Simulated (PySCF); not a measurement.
## Lead: a sound run and one with changed settings

Sound run: Pb²⁺ [Xe] 4f14 5d10 6s2, Pb³⁺ [Xe] 4f14 5d10 6s1. Computed with PySCF 2.14 in def2-TZVP with the def2 core potential (60 electrons) (6s5p3d2f, 50 functions), with scalar relativity through the core potential. In the sound run the correlated levels freeze 5s2 5p6 5d10 outside the core potential. The sound run starts from symmetry-adapted Hartree-Fock orbitals and uses a fine grid where one is needed.

A second run was set up differently.

```json
{"species": "Pb²⁺", "method": "UHF", "sound run (hartree)": "-191.10885", "changed run (hartree)": "-191.10885", "converged": "yes"}
{"species": "Pb²⁺", "method": "MN15", "sound run (hartree)": "-191.70026", "changed run (hartree)": "-191.70026", "converged": "yes"}
{"species": "Pb²⁺", "method": "PBE0", "sound run (hartree)": "-192.07433", "changed run (hartree)": "-192.07433", "converged": "yes"}
{"species": "Pb²⁺", "method": "MP2", "sound run (hartree)": "-191.12958", "changed run (hartree)": "-191.12732", "converged": "yes"}
{"species": "Pb²⁺", "method": "CCSD(T)", "sound run (hartree)": "-191.13654", "changed run (hartree)": "-191.13654", "converged": "yes"}
{"species": "Pb³⁺", "method": "UHF", "sound run (hartree)": "-190.01524", "changed run (hartree)": "-190.01524", "converged": "yes"}
{"species": "Pb³⁺", "method": "MN15", "sound run (hartree)": "-190.51415", "changed run (hartree)": "-190.51415", "converged": "yes"}
{"species": "Pb³⁺", "method": "PBE0", "sound run (hartree)": "-190.90734", "changed run (hartree)": "-190.90734", "converged": "yes"}
```

Ionisation energy of Pb²⁺:

| method | sound run (eV) | changed run (eV) |
| --- | --- | --- |
| UHF | 29.759 | 29.759 |
| MN15 | 32.276 | 32.276 |
| PBE0 | 31.755 | 31.755 |
| MP2 | 30.323 | 30.261 |
| SCS-MP2 | 30.436 | 30.362 |
| CCSD | 30.512 | 30.512 |
| CCSD(T) | 30.512 | 30.512 |
| CCSDT | 30.512 | 30.512 |
| FCI | 30.512 | 30.512 |

Question: What was changed?
A. radial grid too coarse
B. level shift left on
C. angular grid far too coarse
D. basis contracted for another Hamiltonian

Answer: B. It used initial guess minao, at most 50 SCF cycles, level shift 0.1 hartree. A level shift leaves the converged SCF energy unchanged but raises the virtual orbital energies, which shrinks MP2 if it is not removed.
